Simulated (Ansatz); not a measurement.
Species: C$_{5}$H$_{10}$Si (charge 0, singlet). SMILES: CC1=CC[SiH2]C1
Geometry from a B3LYP-D3(BJ)/def2-TZVP (Ansatz, a first-principles code) optimisation:
```xyz
16

C      2.5183    -0.3663     0.0372
C      1.0263    -0.2365     0.0530
C      0.2006    -1.1896     0.4960
C     -1.2946    -0.9763     0.4773
Si    -1.4446     0.7638    -0.2592
C      0.4155     1.0531    -0.4639
H      2.9068    -0.2576    -0.9801
H      2.9833     0.4242     0.6342
H      2.8453    -1.3300     0.4288
H      0.5972    -2.1273     0.8745
H     -1.8008    -1.7363    -0.1251
H     -1.7226    -1.0492     1.4814
H     -2.0889     1.7362     0.6580
H     -2.1837     0.7939    -1.5456
H      0.7808     1.9124     0.1071
H      0.7098     1.2340    -1.5023
```
Charge 0, spin multiplicity 1.

Quantity: atomisation energy (electronic, to ground-state atoms), in kJ/mol. Cores are frozen in the correlated levels unless marked. Open shells are spin-unrestricted. No spin-orbit coupling. No relativistic terms. The coupled-cluster limit lacks core correlation, which all-electron functionals hold. CBS marks a two-point X^-3 extrapolation of the correlation energy; Hartree-Fock from the larger set.

| level | program | atomisation energy (kJ/mol) |
|---|---|---|
| BLYP-D3(BJ)/def2-TZVPD | Ansatz + dftd3 | 6405.0 |
| BLYP-D4/def2-TZVPD | Ansatz + dftd4 | 6406.6 |
| revPBE-D3(BJ)/def2-TZVPD | Ansatz + dftd3 | 6412.9 |
| revPBE-D4/def2-TZVPD | Ansatz + dftd4 | 6436.3 |
| B97M-V/def2-TZVPD | Ansatz | [?] |
| r2SCANh/def2-TZVPD | Ansatz | 6430.5 |
| B2PLYP-D3(BJ)/def2-TZVPD | Ansatz + dftd3 | [?] |
| CCSD(T)/CBS(cc-pV(T+d)Z,cc-pV(Q+d)Z) | Ansatz | [?] |

Task: Complete the blanks.

Result: 
- B97M-V/def2-TZVPD, atomisation energy (kJ/mol): 6457.0
- B2PLYP-D3(BJ)/def2-TZVPD, atomisation energy (kJ/mol): 6393.1
- CCSD(T)/CBS(cc-pV(T+d)Z,cc-pV(Q+d)Z), atomisation energy (kJ/mol): 6445.2
